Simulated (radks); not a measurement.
The numbers below are computed, except where a source is named.
Neutral holmium inside a hard spherical wall (all orbitals vanish at R), configuration held at [Xe] 4f11 6s2 and not refilled when levels cross. Code: a radial shooting solver on a logarithmic mesh with Libxc functionals. Model: scalar-relativistic Kohn-Sham, LDA (Slater exchange, VWN5 correlation), spin-polarised, spherical densities, finite nucleus; open shells are filled with parallel spins first (spin-orbit coupling, left out, can overturn this in heavy ions); Fermi nuclear charge, rms radius 5.2022 fm. Eigenvalues in eV for spin up, with the zero of energy where the potential of the charges vanishes at infinity; a dash marks a level that is unbound or too diffuse for the functional's potential to be trusted. A positive occupied level is held by the wall or, in an anion where self-interaction has pushed it up, behind a barrier. The pressure on the wall is -dE/dV.

R (bohr) = free: E (hartree) -12607.1751; kinetic (hartree) 13628.426; e(5s) -51.098; e(5p) -26.432; e(4f) -4.335; e(6s) -3.981; e(5d, empty) -1.302; e(6p, empty) -1.210; pressure (GPa) 0
R (bohr) = 20: E (hartree) -12607.1751; kinetic (hartree) 13628.426; e(5s) -51.098; e(5p) -26.432; e(4f) -4.335; e(6s) -3.981; e(5d, empty) -1.302; e(6p, empty) -1.209; pressure (GPa) < 0.0001
R (bohr) = 12: E (hartree) -12607.1748; kinetic (hartree) 13628.429; e(5s) -51.071; e(5p) -26.405; e(4f) -4.308; e(6s) -3.960; e(5d, empty) -1.271; e(6p, empty) -1.118; pressure (GPa) 0.00463
R (bohr) = 10: E (hartree) -12607.1730; kinetic (hartree) 13628.445; e(5s) -50.957; e(5p) -26.293; e(4f) -4.196; e(6s) -3.868; e(5d, empty) -1.156; e(6p, empty) -0.880; pressure (GPa) 0.0487
R (bohr) = 8: E (hartree) -12607.1603; kinetic (hartree) 13628.529; e(5s) -50.491; e(5p) -25.834; e(4f) -3.738; e(6s) -3.437; e(5d, empty) -0.695; e(6p, empty) -0.021; pressure (GPa) 0.517
R (bohr) = 5: E (hartree) -12606.9054; kinetic (hartree) 13629.599; e(5s) -47.203; e(5p) -22.684; e(4f) -0.391; e(6s) 1.579; e(5d, empty) 3.024; e(6p, empty) 8.007; pressure (GPa) 26.1
R (bohr) = 4: E (hartree) -12606.3596; kinetic (hartree) 13631.669; e(5s) -43.677; e(5p) -19.353; e(4f) 3.485; e(6s) 9.906; e(5d, empty) 7.711; e(6p, empty) 19.859; pressure (GPa) 144
R (bohr) = 3: E (hartree) -12603.9786; kinetic (hartree) 13640.629; e(5s) -34.165; e(5p) -9.676; e(4f) 14.801; e(6s) 38.869; e(5d, empty) 21.727; e(6p, empty) 56.677; pressure (GPa) 1300
R (bohr) = 2.5: E (hartree) -12599.7389; kinetic (hartree) 13655.742; e(5s) -22.054; e(5p) 3.889; e(4f) 29.208; e(6s) 80.695; e(5d, empty) 40.706; e(6p, empty) 105.63; pressure (GPa) 5080
R (bohr) = 2: E (hartree) -12587.1037; kinetic (hartree) 13697.214; e(5s) 7.134; e(5p) 38.157; e(4f) 59.712; e(6s) 181.95; e(5d, empty) 86.289; e(6p, empty) 218.12; pressure (GPa) 25400
R (bohr) = 1.5: E (hartree) -12540.1150; kinetic (hartree) 13839.581; e(5s) 103.38; e(5p) 150.26; e(4f) 134.19; e(6s) 473.40; e(5d, empty) 222.88; e(6p, empty) 528.10; pressure (GPa) 189000
